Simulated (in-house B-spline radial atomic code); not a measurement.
A radial electron density 4πr²n(r) was computed for an atom or ion in its tabulated ground configuration with an all-electron radial atomic-structure program (B-spline basis); method: non-relativistic BHandHLYP, spin-polarised, spherical fractional occupations, exact exchange averaged over the configuration. Columns: r (bohr), 4πr²n(r) (electrons per bohr), bar.

```
 0.00129    2.024 #
 0.00159    2.977 #
 0.00196    4.347 ##
 0.00242    6.306 ###
 0.00298    9.001 ####
 0.00367    12.67 ######
 0.00452    17.54 #########
 0.00557    23.79 ############
 0.00686    31.41 ###############
 0.00845     40.2 ####################
  0.0104    49.47 ########################
  0.0128    58.16 #############################
  0.0158    64.86 ################################
  0.0195       68 #################################
   0.024    67.05 #################################
  0.0295    63.37 ###############################
  0.0364     60.2 ##############################
  0.0448    61.85 ##############################
  0.0552     70.3 ###################################
   0.068     82.2 ########################################
  0.0838    89.46 ############################################
   0.103     85.6 ##########################################
   0.127     73.6 ####################################
   0.157    65.79 ################################
   0.193    69.86 ##################################
   0.238    75.97 #####################################
   0.293    67.42 #################################
    0.36    45.11 ######################
   0.444    27.46 ##############
   0.547    26.02 #############
   0.674     29.8 ###############
    0.83    25.76 #############
    1.02    15.94 ########
    1.26    7.918 ####
    1.55    4.233 ##
    1.91    2.451 #
    2.35    1.146 #
     2.9   0.3384 
    3.57  0.05694 
     4.4 0.004627 
    5.42 0.0001627 
    6.68 2.028e-06
```

(1) Which atom or ion is it?
A. Te5+
B. Xe5+
C. Cs5+
D. Xe4+

Results:

(1) B. The area under the curve, ∫4πr²n dr = ∫r·4πr²n d(ln r) on this logarithmic grid, is 49 electrons, which only this option has. The configuration is [Kr] 4d10 5s2 5p1.
